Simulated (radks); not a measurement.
The mercury ion Hg+, configuration [Xe] 4f14 5d10 6s1 (the NIST ground configuration). All-electron calculation, non-relativistic Kohn-Sham, PBE, spin-polarised, spherical densities, point nucleus; open shells are filled with parallel spins first (spin-orbit coupling, left out, can overturn this in heavy ions); relativity is left out, which matters for an element this heavy. Program: a radial shooting solver on a logarithmic mesh with Libxc functionals. Some entries of the table are withheld. Estimate them.

orbital  occ.  eigenvalue (eV)  <r> (bohr)
1s up       1        -75028.06     0.01892
1s down     1        -75028.05     0.01892
2s up       1        -12566.90     0.07966
2s down     1        -12566.90     0.07966
2p up       3        -12088.78     0.06730
2p down     3        -12088.78     0.06730
3s up       1        -2964.758      0.2008
3s down     1        -2964.751      0.2008
3p up       3        -2738.674      0.1912
3p down     3        -2738.667      0.1912
3d up       5        -2316.842      0.1669
3d down     5        -2316.838      0.1669
4s up       1        -641.2673      0.4411
4s down     1        -641.2546      0.4411
4p up       3        -543.1561      0.4447
4p down     3        -543.1428      0.4447
4d up       5        -362.5418      0.4515
4d down     5        -362.5281      0.4515
4f up       7        -119.6410      0.4714
4f down     7        -119.6258      0.4714
5s up       1              (1)         (2)
5s down     1              (3)         (4)
5p up       3         -69.6641       1.085
5p down     3         -69.6171       1.084
5d up       5         -20.4388       1.448
5d down     5         -20.2035       1.434
6s up       1         -12.5833       2.842
6s down     0         -11.7383       2.833

Answer. 
(1) 5s up eigenvalue (eV): -101.2584
(2) 5s up <r> (bohr): 1.001
(3) 5s down eigenvalue (eV): -101.2324
(4) 5s down <r> (bohr): 1.001
